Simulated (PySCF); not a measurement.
Computed shifts of a molecule C4H4N2, PBE/pcSseg-1 (PySCF), GIAO, gas phase, atoms alike by connectivity averaged where their shifts nearly agree, in ppm (number of nuclei): ¹³C: 165.7 (1), 161.6 (2), 127.8 (1). ¹⁵N: 340.7 (2). ¹H: 9.71 (1), 9.02 (2), 7.26 (1). References: ¹³C against TMS (σ = 182.0 ppm); ¹⁵N against NH3 (σ = 267.0 ppm); ¹H against TMS (σ = 31.49 ppm), references at their B3LYP-D3(BJ)/def2-TZVP geometries, non-relativistic. Geometry optimised at PBE0-D3(BJ)/def2-SVP. One conformer was computed; it need not be the lowest.

Which structure fits?
A) C=C1N=CC=N1
B) N#CCCC#N
C) c1cncnc1
D) C=C1C=NC=N1

C, c1cncnc1
